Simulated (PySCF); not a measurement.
A structure optimised at PBE-D3(BJ)/def2-SVP, used in a PySCF frequency run:

```xyz
11

C     -0.4100    -2.6107     0.0000
C     -0.0980    -1.3342     0.0000
C      0.1835    -0.0323     0.0000
F      1.4808     0.3730     0.0000
C     -0.8044     1.0396     0.0000
C     -0.4845     2.3518     0.0000
H     -0.5460    -3.1772    -0.9405
H     -0.5460    -3.1772     0.9405
H     -1.8553     0.7091     0.0000
H      0.5661     2.6781     0.0000
H     -1.2662     3.1251     0.0000
```

Problem. Write its SMILES, formula and point group.

Solution. C=C=C(F)C=C, C5H5F, Cs

Problem. What are its rotational constants (standard atomic weights)?

Solution. 8.1154, 2.2458, 1.7811 GHz
